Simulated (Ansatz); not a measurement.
Energy difference 2 R1 → P1, each structure at its B3LYP-D3(BJ)/def2-TZVP stationary point, reached from a drawn start (curvature not checked).
R1, Cl2Ni (SMILES [Cl][Ni][Cl]) (charge 0, multiplicity 3):
| atom | x (Å) | y (Å) | z (Å) |
|---|---|---|---|
| Ni | 0.0000 | 0.0000 | -0.0007 |
| Cl | 2.0751 | -0.0037 | 0.0085 |
| Cl | -2.0750 | 0.0036 | -0.0079 |
P1, Cl4Ni2 (SMILES [Cl][Ni]1<-[Cl][Ni]([Cl])<-[Cl]1) (charge 0, multiplicity 5, Z-matrix in Å and degrees):
```
Ni
Cl 1 2.0996
Cl 1 2.2818 2 129.91
Cl 1 2.2820 2 129.84 3 139.51
Ni 4 2.2819 1 87.82 2 -147.29
Cl 5 2.0997 4 129.91 1 147.23
```

P less R. No zero-point or thermal terms; open shells are unrestricted; no spin–orbit coupling. One arrangement of each flexible species, with no search for the lowest. The spin states of the d-block species are the ones drawn and need not be the lowest.

Frozen-core correlation throughout.

Programs: Ansatz (a program for electronic structure). Each number belongs to the level named beside it.

Total energies in hartree:

| structure | PBE/def2-TZVPP | r2SCAN/def2-TZVPP | CCSD(T)/def2-SVP |
|---|---|---|---|
| R1 | -2428.249199 | -2428.790080 | -2425.973402 |
| P1 | -4856.537198 | -4857.631248 | -4852.017653 |

Work out the reaction energy at each level in kJ/mol (1 hartree = 2625.49964 kJ/mol), and say how far PBE/def2-TZVPP lies from CCSD(T)/def2-SVP.


- PBE/def2-TZVPP: (-4856.537198) − 2 × (-2428.249199) = -0.038800 hartree = -101.9 kJ/mol
- r2SCAN/def2-TZVPP: (-4857.631248) − 2 × (-2428.790080) = -0.051088 hartree = -134.1 kJ/mol
- CCSD(T)/def2-SVP: (-4852.017653) − 2 × (-2425.973402) = -0.070849 hartree = -186.0 kJ/mol
PBE/def2-TZVPP less CCSD(T)/def2-SVP: 84.1 kJ/mol. CCSD(T)/def2-SVP is the level counted from, the highest shown, and no exact or measured value.
